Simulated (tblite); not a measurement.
C₅H₉ClFSi (doublet state).
Cartesian coordinates in Å at the GFN2-xTB level; atoms count from 1:
```xyz
17
C5H9ClFSi angstrom
C     -1.602   -1.106   -0.046
C     -0.273   -0.400   -0.016
C     -0.255    0.974    0.039
C     -1.474    1.819    0.067
F     -1.147    3.149    0.148
C      0.898   -1.147   -0.046
Si     2.641   -0.489   -0.017
Cl     3.859   -2.105   -0.061
H     -2.183   -0.863    0.843
H     -2.180   -0.796   -0.915
H     -1.469   -2.184   -0.086
H      0.684    1.502    0.060
H     -2.078    1.702   -0.845
H     -2.112    1.599    0.935
H      0.778   -2.222   -0.090
H      2.950    0.252    1.208
H      2.957    0.329   -1.189
```

Computed with GFN2-xTB (tblite): harmonic, unscaled wavenumbers at the GFN2-xTB geometry, gas phase. Errors from tens to a few hundred cm⁻¹ against measured bands are possible. Modes of hydrogen on silicon can be 10 to 20 % off. One conformer, not necessarily the lowest. Open shells enter through the occupations alone, without spin polarisation, and single modes of such species can be off by tens of per cent.

Harmonic wavenumbers (cm⁻¹): 36.8, 64.5, 79.9, 110.7, 136.3, 140.1, 196.6, 225.8, 333.0, 432.5, 466.5, 481.3, 504.5, 532.0, 578.9, 668.8, 676.7, 710.8, 786.6, 799.0, 929.9, 942.3, 1025.6, 1027.7, 1047.6, 1117.0, 1185.4, 1205.7, 1237.8, 1316.6, 1403.4, 1406.7, 1417.6, 1481.7, 1484.6, 1492.6, 2216.0, 2248.9, 2851.4, 2880.9, 3007.3, 3019.4, 3045.4, 3055.2, 3122.0.

A = 2929, B = 513.7, C = 441.7 MHz; mass 151.015 u (most abundant isotopes); point group Cs, symmetry number 1; spin multiplicity 2.

Task: What is the zero-point energy?

Result: ½Σν̃ = 26565 cm⁻¹ = 317.79 kJ/mol.

Task: What is S at 200 K and 1 bar for an ideal gas of classical rigid rotors and harmonic oscillators?

Result: Translation 163.13, rotation 122.88, vibration 97.56, spin (R ln 2) 5.76: S = 389.3 J/(mol K).

Task: And Cp and H(200 K) − H(0)?

Result: Cp = 127.63 J/(mol K), of which vibrations give 94.37 (their classical limit is 45 R = 374.2); H(200 K) − H(0) = 16.84 kJ/mol without the zero-point energy, 10.19 from vibrations.

Task: How do the functions run with temperature in this model?

Result: 
```csv
T (K),S (J/(mol K)),Cp (J/(mol K)),H − H(0) (kJ/mol),G − H(0) (kJ/mol),ln q(vib)
50,264.5,63.0,2.28,-10.95,0.79
100,316.4,87.5,6.09,-25.55,2.41
298.15,447.6,166.5,31.29,-102.16,8.52
373.15,488.0,193.6,44.82,-137.26,10.65
500,550.2,232.1,71.92,-203.18,14.12
750,655.1,284.7,137.04,-354.28,20.43
1000,742.0,318.6,212.75,-529.23,26.12
```

q(vib) and H(0) count from the zero-point level.

Task: Which modes carry the vibrational entropy at 200 K?

Result: 36.8 cm⁻¹: 19.39; 64.5 cm⁻¹: 14.77; 79.9 cm⁻¹: 13.03; 110.7 cm⁻¹: 10.42; 136.3 cm⁻¹: 8.80; 140.1 cm⁻¹: 8.59 J/(mol K); the other 39 give 22.54 together.

Task: Blend soft modes into free rotors: weight 1/[1 + (100 cm⁻¹/ν̃)⁴] for the oscillator and the rest for a rotor with moment μB/(μ + B), μ = h/(8π²ν), B = 10⁻⁴⁴ kg m². What vibrational entropy results?

Result: 89.21 J/(mol K) in place of 97.56, which changes −T·S at 200 K by +1.67 kJ/mol.

Task: What must be added to the electronic energy to get the Gibbs energy at 200 K and 1 bar?

Result: ZPE + [H(200 K) − H(0)] − T·S = 317.79 + 16.84 − 77.87 = 256.76 kJ/mol.

Hindered rotation and anharmonicity are outside this model. Other conformers, if any are populated, would add a mixing term that is left out.
